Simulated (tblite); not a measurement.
1-ethyl-4-fluorobenzene, C₈H₉F.
SMILES with atom numbers: `[CH3:1][CH2:2][c:3]1[cH:4][cH:5][c:6]([F:7])[cH:8][cH:9]1` (hydrogens: H10, H11, H12 on C1; H13, H14 on C2; H15 on C4; H16 on C5; H17 on C8; H18 on C9)

Computed with GFN2-xTB (tblite), gas phase: Langevin dynamics at 300 K from the optimised GFN2-xTB geometry, time step 0.5 fs, friction 0.01 fs⁻¹, 2000 steps. Over the second half of the run the saved frames average 291 K.

The optimised geometry, where the run starts:
```
atom  x, y, z in Å
C1     -2.381    0.427   -0.707
C2     -1.669   -0.574    0.206
C3     -0.191   -0.310    0.220
C4      0.360    0.577    1.137
C5      1.714    0.859    1.131
C6      2.516    0.241    0.190
F7      3.841    0.507    0.177
C8      2.000   -0.645   -0.738
C9      0.643   -0.913   -0.714
H10    -3.451    0.237   -0.717
H11    -2.003    0.346   -1.723
H12    -2.211    1.444   -0.359
H13    -2.070   -0.486    1.218
H14    -1.861   -1.587   -0.152
H15    -0.278    1.054    1.867
H16     2.151    1.544    1.841
H17     2.654   -1.109   -1.458
H18     0.227   -1.605   -1.432
```

t = 275 fs, T = 176 K, E(pot) 0.883 eV above the start
```
atom  x, y, z in Å  |  force x, y, z in eV/Å
C1     -2.237    0.203    0.140   -1.034   0.233   2.067
C2     -1.580   -0.910    1.006   -1.647  -0.315  -2.373
C3     -0.188   -0.843    0.633    3.772   1.129  -1.125
C4      0.646    0.033    1.326    0.664   0.055   1.025
C5      1.927    0.390    0.864   -1.673  -0.851   1.433
C6      2.368   -0.049   -0.328    1.211   0.642  -0.831
F7      3.581    0.441   -0.736   -0.306  -0.462  -0.177
C8      1.597   -0.843   -1.140    0.226  -0.480  -0.761
C9      0.418   -1.282   -0.605   -3.703  -0.601  -0.147
H10    -3.347    0.203    0.219    0.708  -0.086   0.052
H11    -1.965    0.047   -0.852    0.383   0.123  -1.602
H12    -1.865    1.141    0.552   -0.120   0.154  -0.493
H13    -1.791   -0.672    2.001   -0.063  -0.140   1.519
H14    -2.048   -1.822    0.644   -0.015  -0.446   0.478
H15     0.404    0.430    2.338   -0.175  -0.369  -0.931
H16     2.582    0.838    1.546    0.694   1.013   0.520
H17     1.980   -1.091   -2.146   -0.511  -0.088   0.731
H18    -0.358   -1.857   -1.231    1.588   0.490   0.614
```

t = 500 fs, T = 260 K, E(pot) 0.761 eV above the start
```
atom  x, y, z in Å  |  force x, y, z in eV/Å
C1     -2.432   -0.335    0.651   -1.516   1.200  -1.604
C2     -1.362   -0.774    1.525    1.875  -2.221   1.600
C3      0.036   -0.661    0.960    1.328  -0.961  -1.443
C4      0.933    0.313    1.366    0.123  -0.803  -0.040
C5      2.204    0.412    0.815    0.063   1.364   1.064
C6      2.546   -0.370   -0.213    1.854  -0.102  -2.827
F7      3.739    0.007   -0.927   -1.533  -0.903   1.045
C8      1.717   -1.325   -0.752   -1.342  -0.046   1.552
C9      0.521   -1.556   -0.081   -1.472   1.872   0.981
H10    -3.413   -0.636    1.087    0.626   0.260  -0.666
H11    -2.256   -0.774   -0.357   -0.639   0.464   0.551
H12    -2.392    0.781    0.599   -0.299  -0.805  -0.351
H13    -1.425   -0.237    2.462    0.198   0.119   0.392
H14    -1.540   -1.865    1.759    0.312   0.765  -0.058
H15     0.653    0.931    2.168   -0.201   0.886   0.741
H16     2.969    1.150    1.047   -0.552   0.089   0.514
H17     1.913   -1.874   -1.610    0.626  -0.802  -1.208
H18    -0.269   -2.210   -0.433    0.550  -0.375  -0.242
```

t = 675 fs, T = 250 K, E(pot) 0.606 eV above the start
```
atom  x, y, z in Å  |  force x, y, z in eV/Å
C1     -2.385   -0.050    0.722    0.038   0.015  -1.526
C2     -1.368   -0.905    1.513   -0.192   1.075  -0.614
C3     -0.006   -0.705    0.913    0.318  -0.400   0.082
C4      0.917    0.096    1.599    0.367  -1.412  -2.592
C5      2.203    0.188    1.052   -0.884   0.567   0.632
C6      2.500   -0.264   -0.212    0.183   0.058   0.753
F7      3.734    0.055   -0.704   -0.611  -0.491  -0.058
C8      1.586   -1.061   -0.861    0.874  -1.234  -1.411
C9      0.372   -1.367   -0.272    0.039   0.871   0.460
H10    -3.388   -0.273    1.116    0.397   0.676  -0.217
H11    -2.373   -0.346   -0.378   -0.085  -0.239   1.284
H12    -2.126    1.022    0.594   -0.351  -0.535   1.001
H13    -1.345   -0.664    2.585   -0.176   0.072  -0.373
H14    -1.748   -1.895    1.376    0.191  -0.865   0.122
H15     0.567    0.658    2.398    0.015   0.537   1.432
H16     2.962    0.617    1.645    0.710   0.768   0.324
H17     1.985   -1.584   -1.773   -0.883   0.629   0.707
H18    -0.329   -2.022   -0.762    0.052  -0.090  -0.005
```

t = 950 fs
```
atom  x, y, z in Å
C1     -2.153    0.518    0.855
C2     -1.389   -0.667    1.378
C3      0.080   -0.743    0.915
C4      1.068   -0.025    1.538
C5      2.347    0.041    0.974
C6      2.661   -0.699   -0.120
F7      3.881   -0.467   -0.726
C8      1.721   -1.541   -0.707
C9      0.400   -1.451   -0.234
H10    -3.181    0.388    1.058
H11    -2.032    0.571   -0.249
H12    -1.817    1.479    1.298
H13    -1.273   -0.744    2.504
H14    -1.882   -1.574    1.094
H15     0.777    0.515    2.444
H16     3.087    0.759    1.352
H17     1.889   -2.222   -1.509
H18    -0.398   -1.963   -0.774
```

Task: Estimate the potential energy and the forces of this last frame.

Result: 0.423 eV above the start.

| atom | Fx (eV/Å) | Fy (eV/Å) | Fz (eV/Å) |
| --- | --- | --- | --- |
| C1 | 1.047 | 0.919 | -0.614 |
| C2 | 2.061 | -0.649 | 1.519 |
| C3 | -1.312 | 0.084 | -0.698 |
| C4 | 0.446 | 0.429 | 0.382 |
| C5 | -0.196 | 1.256 | 1.350 |
| C6 | 0.356 | -0.394 | -1.381 |
| F7 | -0.710 | -0.548 | 0.464 |
| C8 | -1.156 | 0.477 | 0.591 |
| C9 | 0.641 | -0.525 | -0.347 |
| H10 | -1.076 | -0.015 | 0.270 |
| H11 | 0.003 | 0.057 | 0.700 |
| H12 | -0.109 | -0.625 | -0.321 |
| H13 | -0.664 | 0.573 | -0.909 |
| H14 | -0.326 | -0.548 | -0.375 |
| H15 | 0.506 | -0.022 | -0.353 |
| H16 | -0.354 | -0.488 | -0.014 |
| H17 | 0.478 | 0.040 | -0.465 |
| H18 | 0.364 | -0.022 | 0.200 |

The bond farthest from its length at the start is C2–H13 (1.134 against 1.092 Å), and half the difference of its two atoms' forces along it is -1.39 eV/Å (positive lengthens). The largest atomic force is 2.64 eV/Å.

The cost below is that of the whole dynamics run. Time: 23 s wall; peak memory 0.19 GiB. Hardware: Intel Xeon Platinum 8488C, one thread, shared host.
